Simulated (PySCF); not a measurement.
C4H8FPSi.
Structure used (PBE0-D3(BJ)/def2-SVP), in Å, numbered top down from 1:
```xyz
15
C4H8FPSi angstrom
C     -0.545    1.069    0.983
Si    -0.712    0.067   -0.599
C     -1.795   -1.454   -0.359
P      1.367   -0.642   -1.304
C      2.493    0.740   -0.659
C      2.361   -0.246    0.171
F      2.741   -0.677    1.343
H     -1.530    1.414    1.335
H      0.091    1.953    0.822
H     -0.087    0.463    1.780
H     -1.296    0.920   -1.688
H     -1.385   -2.104    0.430
H     -1.857   -2.044   -1.286
H     -2.819   -1.168   -0.069
H      2.950    1.693   -0.908
```

Computed with core-valence-separated Tamm–Dancoff BHandHLYP/aug-pcX-1 (pcseg-1 on H, def2-SVPD on P, def2-SVPD on Si) in PySCF, non-relativistic, gas phase, PBE0-D3(BJ)/def2-SVP geometry. Absolute energies from this functional tend to lie a few eV below measured edges; no shift was applied.

The lowest roots of each edge with f over 0.003 (five at most, numbered afresh; weaker and dark ones are left out), with transition dipoles (au) in the frame of the coordinates:

```json
{"root": "1", "edge": "C", "E (eV)": "283.43", "μx": "-0.0673", "μy": "0.0424", "μz": "0.0377"}
{"root": "2", "edge": "C", "E (eV)": "284.43", "μx": "0.0450", "μy": "0.0225", "μz": "0.0506"}
{"root": "3", "edge": "C", "E (eV)": "285.11", "μx": "-0.0775", "μy": "0.0487", "μz": "0.0429"}
{"root": "4", "edge": "C", "E (eV)": "285.38", "μx": "-0.0281", "μy": "-0.0275", "μz": "0.0176"}
{"root": "5", "edge": "C", "E (eV)": "285.60", "μx": "0.0256", "μy": "0.0356", "μz": "0.0099"}
{"root": "6", "edge": "F", "E (eV)": "685.87", "μx": "-0.0124", "μy": "0.0082", "μz": "-0.0363"}
{"root": "7", "edge": "F", "E (eV)": "686.53", "μx": "-0.0222", "μy": "0.0136", "μz": "0.0088"}
{"root": "8", "edge": "F", "E (eV)": "688.53", "μx": "-0.0107", "μy": "-0.0072", "μz": "-0.0135"}
{"root": "9", "edge": "F", "E (eV)": "689.17", "μx": "0.0048", "μy": "-0.0115", "μz": "0.0133"}
```

Q: What are the oscillator strengths?

A: f = (2/3) ΔE |μ|², with ΔE in hartree (27.2114 eV):

```json
{"root": "1", "ΔE (Eh)": "10.4158", "|μ|² (au)": "0.007748", "f": "0.054", "core hole on": "C5"}
{"root": "2", "ΔE (Eh)": "10.4526", "|μ|² (au)": "0.005092", "f": "0.035", "core hole on": "C5"}
{"root": "3", "ΔE (Eh)": "10.4776", "|μ|² (au)": "0.010218", "f": "0.071", "core hole on": "C6"}
{"root": "4", "ΔE (Eh)": "10.4876", "|μ|² (au)": "0.001856", "f": "0.013", "core hole on": "C1"}
{"root": "5", "ΔE (Eh)": "10.4957", "|μ|² (au)": "0.002021", "f": "0.014", "core hole on": "C3"}
{"root": "6", "ΔE (Eh)": "25.2051", "|μ|² (au)": "0.001539", "f": "0.026", "core hole on": "F7"}
{"root": "7", "ΔE (Eh)": "25.2295", "|μ|² (au)": "0.000755", "f": "0.013", "core hole on": "F7"}
{"root": "8", "ΔE (Eh)": "25.3030", "|μ|² (au)": "0.000349", "f": "0.006", "core hole on": "F7"}
{"root": "9", "ΔE (Eh)": "25.3264", "|μ|² (au)": "0.000332", "f": "0.006", "core hole on": "F7"}
```

Q: Molecules are fixed in this frame and the field points along y. What effective strengths 3 f cos²θ do the roots have (θ between field and μ)?

A: root 1 (C5): 0.037, root 2 (C5): 0.011, root 3 (C6): 0.050, root 4 (C1): 0.016, root 5 (C3): 0.027, root 6 (F7): 0.003, root 7 (F7): 0.009, root 8 (F7): 0.003, root 9 (F7): 0.007. Root 3 is the strongest. Averaged over all orientations cos²θ is 1/3, which gives f back.

The run took 28 s of wall time on Arm Neoverse V2, one thread, no GPU, shared host with 96 logical CPUs at a one-minute load of 51, and the process peaked at 0.94 GiB of memory.

One conformer stands for the species.
